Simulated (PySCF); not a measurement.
**Adding and removing an electron: CaBe**

RHF-MP2; basis Ca def2-SVP, Be def2-SVP; no relativity; PySCF 2.14. Neutral (RHF): singlet (closed shell), Re = 4.093 Å, ωe = 50.4 cm⁻¹, De = 0.04 eV.

CaBe⁺ (ROHF): doublet (σ ↑), Re = 3.297 Å, ωe = 191 cm⁻¹, De = 0.40 eV to Ca⁺ + Be. The energies at the minima are -691.36003 hartree for CaBe and -691.15993 for CaBe⁺.

(1) Work out the adiabatic ionisation energy, without and with harmonic zero-point energies (1 hartree = 27.2114 eV, 1 eV = 8065.5 cm⁻¹), and the change of the bond length.

Correlated steps freeze 5 core orbitals. Weak bonds: CaBe, CaBe⁺. Basis-set superposition, not corrected here, can be much of De in a small basis, most of all at correlated wavefunction levels. For an ion De counts to the pair picked by the measured ionisation energies or electron affinities, which need not be the lowest pair at this level. States were picked by a PBE0 search and need not be the measured ground states.

Results:

(1) At MP2: 0.20010 hartree = 5.445 eV between the minima; the zero-point term (191.0 − 50.4)/2 cm⁻¹ = +0.009 eV makes it 5.454 eV. Re changes by -79.6 pm against the neutral. The electron leaves a σ orbital, and the shorter bond of the ion fits an antibonding orbital, or a change in how ionic the bond is.
